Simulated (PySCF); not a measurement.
PbCl3, SMILES [Cl][Pb-]([Cl])[Cl], charge -1. Atoms are numbered in the order given.

```xyz
4

Pb     0.0000     0.0000     0.4582
Cl     2.0140     1.1628    -0.7367
Cl    -2.0140     1.1628    -0.7367
Cl     0.0000    -2.3255    -0.7367
```
Charge -1, spin multiplicity 1.

Geometry: PBE0-D3(BJ)/def2-SVPD. The isomer is the one that the SMILES or the coordinates give; other isomers of the formula were not compared. The def2 effective core potentials stand for the cores of Pb; spin–orbit coupling is left out.

Method: PBE/def2-TZVPD in PySCF.

Mulliken values depend strongly on the basis, most of all with diffuse functions as here. ESP charges are fitted to the potential on shells at 1.4 to 2.0 van der Waals radii. Atomic charges (e):

| atom | Mulliken | ESP fit |
|---|---|---|
| Pb1 | 0.71 | [?] |
| Cl2 | -0.57 | [?] |
| Cl3 | -0.57 | [?] |
| Cl4 | -0.57 | [?] |

Some entries are withheld; supply them. (Estimate from the structure and the level; the computed values follow.)


- Pb1, ESP fit: 0.37
- Cl2, ESP fit: -0.46
- Cl3, ESP fit: -0.46
- Cl4, ESP fit: -0.46
